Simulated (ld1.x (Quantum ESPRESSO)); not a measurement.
The numbers below are computed, except where a source is named.
Hardness and transferability of assorted potentials

Generated with ld1.x 7.5 (TM, RRKJ, ultrasoft, PAW), atompaw 4.2 or ONCVPSP 4.0.1. The cutoff is in Ry: for ld1.x and atompaw files where the sum of valence levels is converged to 10 mRy in a Bessel basis, for ONCV files where the hardest occupied wave has 1 mHa per electron of residual kinetic energy. The error is the largest all-electron minus pseudo excitation energy over each file’s own four to seven test configurations (ionisations up to +4, promotions, holes and added fractions of an electron), all of which were solved. The labels leave out finer settings (local radius, basis sizes, second energies), which also bear on the numbers. Spin-polarised tests are not counted. The rows are a selection from randomly drawn settings: files with unsolved tests, undetermined cutoffs or missed reference levels are left out.

A true bound ghost makes a file unfit for plane-wave use even where its test errors are small: the radial tests pick states by their node count and pass the ghost by.

| element | potential | cutoff (Ry) | largest error (meV) | bound ghosts |
| --- | --- | --- | --- | --- |
| O | PAW, PBE, scalar-relativistic, rc 0.65/1.10 (sp), local smoothed, core correction yes, reference 2s2 2p4 | 80 | -8.7 | none |
| Ca | RRKJ, LDA (PZ), scalar-relativistic, rc 3.00/3.52/2.72 (spd), local s, core correction yes, reference 3d0.5 4s1.5 4p0 | 18 | -65 | none |
| Rh | TM, PBE, fully relativistic, rc 2.60/2.65/1.70/2.00 (spdf), local p, core correction yes, reference 4d8 5s1 5p0 | 55 | -930 | none |
| Sb | TM semilocal, PBE, scalar-relativistic, rc 2.00/2.00/1.65 (spd), local p, core correction no, reference 5s2 5p1 | 25 | +259 | none |

Task: Fill in the row for Ta: PAW, PBE, scalar-relativistic, rc 2.80/2.95/2.45 (spd), local smoothed, core correction yes, reference 5d3 6s1 6p0.

Result: cutoff 15 Ry, largest error -219 meV, bound ghosts: none.

Task: Fill in the row for Ba: TM, LDA (PZ), scalar-relativistic, rc 3.40/3.60/4.15 (spd), local p, core correction no, reference 5d0 6s1.75 6p0.25.

Result: cutoff 6 Ry, largest error +266 meV, bound ghosts: s.
